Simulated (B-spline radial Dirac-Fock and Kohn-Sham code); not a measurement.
# X-ray emission lines of Te¹⁷⁺

System: the Te¹⁷⁺ ion in the configuration [Ar] 3d10 4s2 4p5.

Input file task.json (cfg lists n, l and occupation; rrms is the nuclear radius in fm):

```json
{"items": [{
  "Z": 52,
  "q": 17,
  "cfg": [[1, 0, 2], [2, 0, 2], [2, 1, 6], [3, 0, 2], [3, 1, 6], [3, 2, 10], [4, 0, 2], [4, 1, 5]],
  "A": 130,
  "rrms": 4.7423,
  "do": ["binding"]
}]}
```

Run with: `python xray_run.py task.json out`

Model: relaxed Dirac-Fock hole states (ΔSCF) with Breit and QED corrections and a finite nucleus. Program: a radial finite-basis atomic code. A line energy is the difference of two single-hole energies; the list is a selection of electric-dipole transitions between resolved j subshells. The model has no electron correlation.

| line | energy (keV) | wavelength (Å) |
| --- | --- | --- |
| Kβ3 (K-M2) | 30.963 | 0.40043 |
| Kα2 (K-L2) | 27.201 | 0.45581 |
| Lγ5 (L2-N1) | 4.5172 | 2.7447 |
| Lβ4 (L1-M2) | 4.0933 | 3.0289 |
| Lβ1 (L2-M4) | 4.0514 | 3.0603 |
| Lη (L2-M1) | 3.6256 | 3.4197 |

Values without a named source are computed, but for edge energies of neutral atoms, which are taken from tables.
